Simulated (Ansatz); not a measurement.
`[F][Ga]([SH])[Cl]` + NH₃ → `[NH2][Ga]([F])[Cl]` + H₂S at 500 K and 1 bar (ligand exchange at a Ga–S bond).

Computed with Ansatz on PBE0-D4/def2-TZVP structures; ΔE is electronic, products minus reactants. CCSD(T)/CBS adds triple-zeta CCSD(T) − MP2 to the extrapolated MP2 energy (def2 sets, frozen cores). This one scheme is used for every species. For Ga outer-core shells are correlated without core-valence functions, which leaves a few kJ/mol of doubt a bond. Scalar relativity is left out up to krypton. One conformer a species, not always the lowest.

```tsv
species	CCSD(T)/CBS energy (Eh)	H − E (kJ/mol)	S (J/(mol·K))
`[F][Ga]([SH])[Cl]`	-2882.02312	70.2	384.9
NH₃	-56.50880	108.2	211.8
`[NH2][Ga]([F])[Cl]`	-2539.54166	113.2	384.3
H₂S	-398.97279	57.0	224.0
```

H − E and S are ideal-gas, rigid-rotor, harmonic terms from PBE0-D4/def2-TZVP, for one conformer and one mirror image of each species. 1 Eh = 2625.50 kJ/mol, R = 8.31446 J/(mol·K).

Task: By hand: ΔE, ΔH, ΔS and ΔG.

Result: ΔE = (-2539.54166) + (-398.97279) − (-2882.02312) − (-56.50880) = 0.01747 Eh = 45.9 kJ/mol. Δ(H − E) = 113.2 + 57.0 − 70.2 − 108.2 = -8.2, so ΔH = 37.7 kJ/mol. ΔS = 384.3 + 224.0 − 384.9 − 211.8 = 11.6 J/(mol·K). ΔG = 37.7 − 500 × (11.6)/1000 = 31.9 kJ/mol.

Task: By hand: the equilibrium constant, and the temperature at which ΔG would vanish if ΔH and ΔS stayed fixed.

Result: log₁₀ K = −ΔG/(RT ln 10) = -3.3. ΔG = 0 at ΔH/ΔS = 3250 K, far beyond where these terms or the molecules hold.

The number of gas molecules stays the same, so ΔS is small and ΔH decides. A doubt of 5 kJ/mol in ΔE shifts log₁₀ K by 0.5 here. Other conformers and mirror images would add mixing entropy, several J/(mol·K) or more a flexible species. These are equilibria of isolated gas molecules and say nothing of rates. Largest T1 diagnostic: 0.013 (customary marks: 0.02 for closed shells, 0.045 for open ones).
